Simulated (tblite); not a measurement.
C5H7NO.
Atom-mapped SMILES: `[NH2:1][C:2](=[O:3])[C@@H:4]1[CH:5]=[CH:6][CH2:7]1` (hydrogens: H8, H9 on N1; H10 on C4; H11 on C5; H12 on C6; H13, H14 on C7)

Computed with GFN2-xTB (tblite), gas phase: nudged elastic band of 9 images (0 to 8), spring 0.2 eV/Å², climbing image at the end, force threshold 0.05 eV/Å. No saddle search or frequency run followed, so the top image need not be a first-order saddle, and its height can exceed the method's true barrier by a kcal/mol or more.

Path: rotation about C2–C4 (amide carbonyl carbon, sp3 carbon next to a carbonyl), followed by the dihedral N1–C2–C4–C7, from -64° to 55°. Start geometry (image 0):
```
atom  x, y, z in Å
N1      1.866    0.268    0.142
C2      1.186   -0.342   -0.856
O3      1.736   -0.959   -1.739
C4     -0.320   -0.203   -0.749
C5     -0.858    1.083   -0.175
C6     -1.393    0.503    0.896
C7     -0.955   -0.881    0.506
H8      2.871    0.227    0.147
H9      1.392    0.809    0.843
H10    -0.763   -0.516   -1.695
H11    -0.804    2.092   -0.542
H12    -1.953    0.856    1.743
H13    -0.245   -1.361    1.177
H14    -1.760   -1.577    0.278
```

The first guess turns that dihedral rigidly in even steps and adds one set of random displacements (0.04 Å standard deviation a coordinate) to every inner image. Energies of the images above image 0 (eV) in the early part of the optimisation:

```
iteration      1      2      3      4      5      6      7      8
        0  1.485  1.557  1.651  1.696  1.586  1.395  1.242  0.068
       10  0.048  0.110  0.212  0.286  0.268  0.188  0.122  0.068
       20  0.026  0.084  0.175  0.239  0.229  0.162  0.102  0.068
       30  0.016  0.056  0.108  0.145  0.150  0.124  0.089  0.068
```

Problem. Where does the band end, and how far was the first guess from it?

Solution. Final energies, images 1 to 8: 0.010, 0.041, 0.081, 0.110, 0.115, 0.100, 0.080, 0.067 eV. The highest point drops from 1.70 eV (image 4) to 0.115 eV (image 5), by 1.58 eV. Image 5 moved by 0.15 Å rms, its dihedral from 10° to 10°. The end images are fixed. The true force on the top image ends at 0.039 eV/Å, and the largest on any image at 0.05 eV/Å; away from the top, the method drives only the force across the path to zero. The last saved iteration is 50.

What follows is the cost of the whole band run. The run took 2.5 s on an Arm Neoverse V1 with one thread, no GPU (shared host), and the process peaked at 0.18 GiB of memory.
